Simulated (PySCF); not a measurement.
The vertical singlet excitations below were computed for one of the candidates. Computed with TDDFT PBE0/def2-SVPD, vertical, gas phase, core orbitals frozen in the response in PySCF 2.14.0, density-fitted response routines. Geometries: GFN2-xTB, one conformer each.

| state | E (eV) | f |
| --- | --- | --- |
| S1 | 4.99 | 0.0021 |
| S2 | 5.72 | 0.017 |
| S3 | 5.93 | 0.0010 |
| S4 | 6.35 | 0.0053 |
| S5 | 6.37 | 0.030 |
| S6 | 6.55 | 0.0004 |

Triplets computed (Tamm–Dancoff): 4.26, 4.87 eV.

Orbital energies (eV): HOMO-3 -9.28, HOMO-2 -8.61, HOMO-1 -8.40, HOMO -6.60, LUMO -0.60, LUMO+1 0.01, LUMO+2 0.65.

Question: Which candidate is it? All have the formula C5H8OSi.
A. `COC1=C[SiH2]C=C1`
B. `C[SiH2]CC#CC=O`
C. `C#C[SiH2]O/C=C\C`
D. `[SiH3]OC1=CC=CC1`

Answer: C. Its S1, at 4.99 eV, is the highest among the candidates; the nearest of the others has S1 at 4.71 eV. S1 is HOMO→LUMO (99%). Löwdin shares by element: HOMO carbon 67% or more, oxygen 20%; LUMO carbon 48% or more, silicon 25%, hydrogen 6% or more (atoms not listed hold the other 21%). At the same level the other candidates give, for their lowest levels:
- `C[SiH2]CC#CC=O`: 3.83 eV (f 0.000); 4.69 eV (f 0.002); 5.37 eV (f 0.311); 6.63 eV (f 0.003); 6.87 eV (f 0.000); T1 3.22 eV; HOMO -7.74, LUMO -1.77 eV
- `[SiH3]OC1=CC=CC1`: 4.71 eV (f 0.131); 4.87 eV (f 0.000); 5.53 eV (f 0.000); 6.10 eV (f 0.007); 6.15 eV (f 0.007); T1 2.89 eV; HOMO -5.81, LUMO -0.35 eV
- `COC1=C[SiH2]C=C1`: 4.31 eV (f 0.029); 5.80 eV (f 0.011); 5.94 eV (f 0.000); 6.05 eV (f 0.000); 6.13 eV (f 0.138); T1 2.79 eV; HOMO -6.40, LUMO -1.18 eV

Shape of the structure used: `[CH:1]#[C:2][SiH2:3][O:4]/[CH:5]=[CH:6]\[CH3:7]`: C2–Si3–O4–C5 58°, Si3–O4–C5–C6 178°.
